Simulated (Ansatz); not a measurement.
`IP(I)I`, relaxed with RKS PBE-D4/def2-SVP in the Gaussian-basis code of Ansatz from a rough embedded geometry. The force threshold is 0.03 eV/Å; the program also tests the step.

Charge 0, multiplicity 1. I takes the def2 core potential.

Start:

```xyz
4

I     0.083   -0.149    2.215
P     0.582   -0.503   -0.148
I    -1.589   -1.112   -1.084
I     0.924    1.764   -0.983
```

(1) How much energy does the relaxation release, and in how many steps? (An estimate is asked.)

(2) Which bonds change most? (Best estimate.)

(3) Give the relaxed structure. (Estimate.)

## Answers

(1) Computed: 6.34 kJ/mol, in 3 steps.

(2) Computed: P2–I4 from 2.440 to 2.502 Å; I1–P2 from 2.441 to 2.502 Å; P2–I3 from 2.441 to 2.502 Å.

(3) Ansatz gave: 
```xyz
4

I     0.088   -0.157    2.276
P     0.588   -0.509   -0.150
I    -1.630   -1.146   -1.115
I     0.954    1.811   -1.012
```
